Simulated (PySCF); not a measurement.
Al(Cl)2(SMe) (CH3AlCl2S), SMILES [S]([Al]([Cl])[Cl])C. Atoms are numbered in the order given.

```xyz
8

Al     0.0130     0.3860     0.0000
Cl     0.9235     2.2711     0.0000
Cl    -2.0852     0.2461     0.0000
S      1.2542    -1.3820     0.0000
C      0.0228    -2.7609     0.0000
H     -1.0100    -2.3908     0.0000
H      0.1926    -3.3715    -0.8966
H      0.1926    -3.3715     0.8966
```
Charge 0, spin multiplicity 1.

Coordinates come from a B3LYP-D3(BJ)/def2-SVP optimisation. One conformer was computed; it need not be the lowest.

Two levels are set side by side: PBE/pcSseg-1 (PySCF) and B3LYP/pcSseg-1 (PySCF). GIAO shifts against H2S (³³S), HCl (³⁵Cl), TMS (¹H), TMS (¹³C) at the same level; non-relativistic, no solvent, atoms listed together averaged. Without spin–orbit terms, shifts of atoms bonded to Cl or Br come out too high at both levels. Differences are taken from unrounded values.

```csv
quantity,B3LYP,PBE,PBE minus B3LYP
δ(³³S) of S4 (ppm),72.4,98.2,25.8
δ(¹³C) of C5 (ppm),17.3,17.6,0.4
```

Rough cost on one machine, each run with all the roots and properties that it gave: B3LYP against PBE within a factor of 2.
